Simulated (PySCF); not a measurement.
Worked example: chemical shift, span and skew from a shielding tensor

C₂H₆F₂Si, SMILES C[SiH2]C(F)F. Atoms are numbered in the order given.

```xyz
11

C      0.9619     1.7562     0.0000
Si    -0.7061     0.8989     0.0000
C     -0.3725    -0.9970     0.0000
F      0.3722    -1.3163    -1.1086
F      0.3722    -1.3163     1.1086
H      1.5361     1.4591     0.8913
H      0.8563     2.8520     0.0000
H      1.5361     1.4591    -0.8913
H     -1.5073     1.2179    -1.2163
H     -1.5073     1.2179     1.2163
H     -1.2647    -1.6510     0.0000
```
Charge 0, spin multiplicity 1.

Geometry: B3LYP-D3(BJ)/def2-SVP. Other conformers were not sampled.

GIAO shieldings from PBE0/pcSseg-1 (PySCF), non-relativistic, no solvent. The symmetric part of the tensor of C3 has the principal values 36.8, 62.5, 77.0 ppm. The same nucleus in TMS has σ = 186.3 ppm at this level (PySCF, at its B3LYP-D3(BJ)/def2-TZVP geometry).

Task: Work out the isotropic shielding, the ¹³C shift against TMS, the span and the skew.

Result: 
σ(iso) = (σ11 + σ22 + σ33)/3 = 58.8 ppm. δ = σ(ref) − σ(iso) = 186.3 − (58.8) = 127.5 ppm.
Span Ω = σ33 − σ11 = 40.2 ppm. Skew κ = 3(σ(iso) − σ22)/Ω = -0.28. Tumbling in solution averages the tensor to δ; in a static solid the shielding alone would spread this spin-1/2 line over Ω.
